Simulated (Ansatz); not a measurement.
Computed with Ansatz on PBE0-D4/def2-TZVP structures; ΔE is electronic, products minus reactants. CCSD(T)/CBS adds triple-zeta CCSD(T) − MP2 to the extrapolated MP2 energy (def2 sets, frozen cores). This one scheme is used for every species. DFT in def2-TZVPP. Triplets are unrestricted, without spin–orbit coupling. One conformer a species, not always the lowest.

`CC(=O)CC(=O)CC(C)C` → `CC(=O)CC(=O)C(C)C` + `[CH2]` (triplet)  (formal loss of a carbene)

`CC(=O)CC(=O)CC(C)C`:

```xyz
24

C    -1.748    3.283    0.731
C    -1.185    2.352   -0.299
O    -1.727    2.121   -1.350
C     0.116    1.655    0.076
C    -0.260    0.382    0.824
O    -0.421    0.400    2.019
C    -0.459   -0.847   -0.015
C     0.861   -1.456   -0.510
C     1.746   -1.886    0.651
C     0.572   -2.622   -1.442
H    -1.747    2.796    1.710
H    -2.753    3.595    0.453
H    -1.100    4.161    0.815
H     0.656    1.428   -0.842
H     0.713    2.278    0.742
H    -1.002   -1.582    0.585
H    -1.072   -0.573   -0.881
H     1.396   -0.690   -1.086
H     1.246   -2.650    1.253
H     1.988   -1.053    1.315
H     2.685   -2.309    0.285
H     0.029   -3.412   -0.915
H    -0.034   -2.311   -2.296
H     1.499   -3.056   -1.824
```

`CC(=O)CC(=O)C(C)C`:

Cartesian coordinates in Å:
```
C 2.808 -1.241 0.683
C 2.054 0.042 0.512
O 2.439 0.950 -0.180
C 0.716 0.128 1.233
C -0.329 -0.458 0.293
O -0.548 -1.643 0.283
C -1.018 0.522 -0.629
C -2.097 1.264 0.164
C -1.595 -0.169 -1.849
H 2.137 -2.089 0.519
H 3.162 -1.315 1.716
H 3.655 -1.278 0.002
H 0.512 1.177 1.446
H 0.727 -0.466 2.147
H -0.256 1.251 -0.932
H -2.568 2.020 -0.468
H -1.693 1.770 1.043
H -2.873 0.569 0.496
H -2.083 0.560 -2.501
H -2.331 -0.919 -1.556
H -0.818 -0.676 -2.423
```

`[CH2]` (triplet):

```xyz
3

C     0.240    0.093    0.098
H     0.331   -0.313   -0.897
H    -0.571    0.219    0.799
```

```
          level  ΔE (kcal/mol)
        ωB97X-V          106.5
            PBE          103.4
CCSD/def2-TZVPP           98.8
   HF/CBS(def2)           68.4
```

What does CCSD(T)/CBS give? (Best estimate.)

The calculation gave: +104.3 kcal/mol. The listed levels differ from it by 2.2, -0.9, -5.5, -35.9 kcal/mol.

Largest T1 diagnostic among the species: 0.014.

From PBE to PBE0 (25 % exact exchange), in def2-TZVPP and without D4, ΔE moves by −1.7 kcal/mol. In def2-TZVPP, CCSD(T) changes the Hartree–Fock value by +33.2 kcal/mol (the triples alone add +2.7 kcal/mol) and MP2 by +36.4 kcal/mol.
